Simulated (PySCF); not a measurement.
Species: C₄H₁₀FNSi₂.
Geometry (PBE0-D3(BJ)/def2-SVP, Å), atoms numbered from 1 in this order:
```xyz
18
C4H10FNSi2 angstrom
C      2.092   -0.126   -1.243
C      1.953   -0.373    0.066
Si     0.494    0.258    1.049
C     -0.847   -1.056    1.306
C     -1.776   -1.024    0.075
Si    -1.894    0.740   -0.561
F     -1.847    0.751   -2.194
N     -0.456    1.402    0.121
H      1.359    0.481   -1.787
H      2.933   -0.516   -1.828
H      2.716   -0.989    0.563
H      0.982    0.844    2.337
H     -1.407   -0.780    2.216
H     -0.434   -2.061    1.485
H     -1.330   -1.600   -0.755
H     -2.757   -1.483    0.276
H     -3.126    1.513   -0.239
H     -0.145    2.350   -0.055
```

Linear response at PBE0/def2-SVPD (PySCF, frozen core in the response, non-relativistic).

Static isotropic polarisability: 100.59 au (14.91 Å³), principal values 88.5, 103.9, 109.4 au.

Task: What is the polarisability at 1064 nm and at the sodium D line?

Result: 101.50 au at 1064 nm (+0.9 %), 103.67 au at 589.3 nm (+3.1 %). The rise at 589.3 nm is 3.37 times that at 1064 nm; a pure ω² law gives 3.26. The lowest singlet lies at 211 nm, shorter than both wavelengths.

Task: What is the isotropic C6 coefficient between two such molecules, C6 = (3/π)∫α(iω)² dω?

Result: 3976 au (Eh·bohr⁶) by a ten-point quadrature over imaginary frequencies, which is 2380 eV·Å⁶ or 229 J·nm⁶/mol.

Task: Which effective excitation energy ω̄ makes London's formula C6 = (3/4)α²ω̄ exact here?

Result: ω̄ = 4·C6/(3α²) = 0.524 Eh = 14.3 eV. A one-pole form α(ω) = α/(1 − ω²/ω̄²) fitted to the 1064 nm value gives 12.3 eV.

Task: How anisotropic is the static polarisability, by Δα² = ½[(α1 − α2)² + (α2 − α3)² + (α3 − α1)²]?

Result: Δα = 18.8 au, or 0.19 of the isotropic value.

Task: How many electrons N does the Slater–Kirkwood formula C6 = (3/4)·√N·α^(3/2) need to give this C6?

Result: N = (4·C6/3)²/α³ = 27.6; the species has 78 electrons in all.

Task: What three-body coefficient follows from the one-pole estimate C9 = (3/4)·α·C6?

Result: 300000 au. This is an estimate from the two numbers above, not a computed integral.

Task: What n − 1 at the D line would an ideal gas of it have at 273.15 K and 1 atm (2.6868 × 10¹⁹ cm⁻³), by n − 1 = 2π·N·α′?

Result: 25.93 × 10⁻⁴, a formal value whether or not that pressure can be reached.

Task: What molar refraction at the D line follows from R = (4π/3)·N_A·α′, with α′ the polarisability volume?

Result: α′ = 15.36 Å³ gives R = 38.75 cm³/mol, for isolated, non-vibrating species.

One conformer stands for the species.
